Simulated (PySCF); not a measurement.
All of these have the formula C3H10O2Si2. Level of theory: TDDFT wB97X-D/def2-SVPD, vertical, gas phase, core orbitals frozen in the response in PySCF. Geometries: GFN2-xTB; one conformer of each isolated species. Triplets are in the Tamm–Dancoff approximation. 'Strongest' means the level of largest summed f among the lowest 8 singlets; it needn't be the same kind of state in each.

Question: Rank by computed HOMO–LUMO gap, lowest first.
A. `CO[SiH2][SiH]1COC1`
B. `COC[Si@H]1CO[SiH2]1`
C. `C[Si@@H]1C[C@H]1[SiH](O)O`
D. `[SiH3]OC[SiH]1COC1`

Answer: A (9.79 eV), C (10.40 eV), D (10.59 eV), B (10.86 eV).

```csv
SMILES,gap (eV),f (S1),HOMO (eV),α (au),strongest (eV),S1 mainly
CO[SiH2][SiH]1COC1,9.79,0.004,-8.88,96.6,6.96,H→L (85%)
C[Si@@H]1C[C@H]1[SiH](O)O,10.40,0.042,-8.49,93.6,6.62,H→L+1 (68%)
[SiH3]OC[SiH]1COC1,10.59,0.003,-9.09,93.6,7.61,H→L+1 (41%)
COC[Si@H]1CO[SiH2]1,10.86,0.067,-9.48,97.9,6.91,H→L (68%)
```

H and L stand for HOMO and LUMO.

Without π bonds the low states are Rydberg-like; a valence basis with one diffuse set may place them up to an eV too high.
